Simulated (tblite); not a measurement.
Species: C₄H₂F₃N.
SMILES: `N#C[C@@]1(F)[C@H](F)[C@@H]1F`

All values are computed: GFN2-xTB (tblite) harmonic vibrations without scaling, gas phase. Errors from tens to a few hundred cm⁻¹ against measured bands are possible.

Harmonic wavenumbers (cm⁻¹): 113.6, 140.4, 178.0, 186.7, 225.3, 430.7, 454.3, 543.7, 580.0, 618.9, 714.3, 860.2, 874.2, 1008.1, 1018.8, 1133.5, 1141.3, 1181.2, 1234.7, 1259.4, 1393.8, 2397.9, 3031.8, 3036.3.

A = 3214, B = 1543, C = 1427 MHz; mass 121.014 u (most abundant isotopes); point group Cs, symmetry number 1.

Task: Zero-point energy?

Result: Half the sum of the wavenumbers: 11879 cm⁻¹ = 33.96 kcal/mol.

Task: What is S at 273.15 K and 1 bar for an ideal gas of classical rigid rotors and harmonic oscillators?

Result: Translation 39.88, rotation 27.95, vibration 15.04: S = 82.9 cal/(mol K).

Task: And Cp and H(273.15 K) − H(0)?

Result: Cp = 25.63 cal/(mol K), of which vibrations give 17.68 (their classical limit is 24 R = 47.7); H(273.15 K) − H(0) = 4.55 kcal/mol without the zero-point energy, 2.38 from vibrations.

Task: Which modes carry the vibrational entropy at 273.15 K?

Result: 113.6 cm⁻¹: 3.04; 140.4 cm⁻¹: 2.63; 178.0 cm⁻¹: 2.19; 186.7 cm⁻¹: 2.10; 225.3 cm⁻¹: 1.76; 430.7 cm⁻¹: 0.74 cal/(mol K); the other 18 give 2.59 together.

Task: Blend soft modes into free rotors: weight 1/[1 + (100 cm⁻¹/ν̃)⁴] for the oscillator and the rest for a rotor with moment μB/(μ + B), μ = h/(8π²ν), B = 10⁻⁴⁴ kg m². What vibrational entropy results?

Result: 14.87 cal/(mol K) in place of 15.04, which changes −T·S at 273.15 K by +0.05 kcal/mol.

Hindered rotation and anharmonicity are outside this model.

Time: 0.21 s of wall time. Hardware: one thread of an Arm Neoverse V1, shared host. The figure is for the frequency step alone.
